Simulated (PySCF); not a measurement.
C2H8O3Si2.
Numbering: `[CH2:1]=[CH:2][O:3][Si@H:4]([OH:5])[O:6][SiH3:7]` (hydrogens: H8, H9 on C1; H10 on C2; H11 on Si4; H12 on O5; H13, H14, H15 on Si7)

Geometry (GFN2-xTB, Å), atoms numbered from 1 in this order:
```xyz
15
C2H8O3Si2 angstrom
C      2.8836   -0.3376   -0.7828
C      2.2027   -0.1886    0.3374
O      0.8695   -0.3017    0.4794
Si    -0.3082   -0.6473   -0.5747
O     -0.2767    0.4499   -1.7704
O     -1.6842   -0.5698    0.2619
Si    -2.6512   -0.0308    1.4428
H      3.9514   -0.2295   -0.7987
H      2.3849   -0.5608   -1.7081
H      2.6828    0.0438    1.2812
H     -0.2461   -2.0093   -1.0783
H     -1.0376    0.5816   -2.3284
H     -3.3428    1.1486    0.9177
H     -3.5647   -1.1485    1.6700
H     -1.8676    0.3023    2.6290
```

Theory: TDDFT B3LYP/def2-SVPD, vertical, gas phase, core orbitals frozen in the response in PySCF. GFN2-xTB frequencies show an imaginary mode (33i cm⁻¹), so this geometry is no minimum at that level.

Frontier orbitals with the atoms that hold most of them (Löwdin shares over 4%, at most four atoms; ? is withheld):

```json
{"orbital": "LUMO+2", "ε (eV)": "0.39", "atoms": "Si7 19%, C2 14%, C1 14%, O5 9%"}
{"orbital": "LUMO+1", "ε (eV)": "0.21", "atoms": "Si7 18%, C2 17%, C1 15%, O5 7%"}
{"orbital": "LUMO", "ε (eV)": "-0.28", "atoms": "?"}
{"orbital": "HOMO", "ε (eV)": "?", "atoms": "?"}
{"orbital": "HOMO-1", "ε (eV)": "-8.62", "atoms": "O6 33%, Si7 18%, H13 13%, H14 10%"}
{"orbital": "HOMO-2", "ε (eV)": "-8.92", "atoms": "O6 33%, Si7 26%, H15 23%, H14 6%"}
{"orbital": "HOMO-3", "ε (eV)": "-9.08", "atoms": "O5 33%, O3 16%, Si4 13%, H11 12%"}
```

Problem. Which atoms hold the LUMO, and with what shares?

Solution. Si7 (bonded to O and 3 H) 19%; O5 (bonded to Si and H) 17%; Si4 (bonded to 3 O and H) 17%; H12 (bonded to O) 10%. By element: silicon 36%, oxygen 17% or more, hydrogen 10% or more.

Problem. Which atoms hold the HOMO, and with what shares?

Solution. C1 (bonded to C and 2 H) 38%; C2 (bonded to C, O and H) 28%; O3 (bonded to C and Si) 22%. By element: carbon 66%, oxygen 22% or more.

Problem. What is the HOMO energy, and the HOMO–LUMO gap?

Solution. ε(HOMO) = -6.86 eV; the gap is 6.59 eV (0.2420 hartree).

Problem. How does S1 compare with the orbital gap of 6.59 eV?

Solution. S1 is at 5.97 eV (f = 0.013), 0.62 eV below the gap, made of HOMO→LUMO (98%). 

Problem. Give energy, strength and leading configuration of S1 and S6, and follow the Löwdin shares of the leading atoms from the occupied to the empty orbital.

Solution. 
- S1 (5.97 eV, f 0.013), HOMO→LUMO (98%): C1 38% → at most 11%, C2 28% → at most 11%, Si7 at most 4% → 19%, O5 at most 4% → 17%
- S6 (7.35 eV, f 0.0032), HOMO-1→LUMO (86%): O6 33% → at most 11%, Si7 18% → 19%, O5 at most 11% → 17%

One conformer stands for the species.
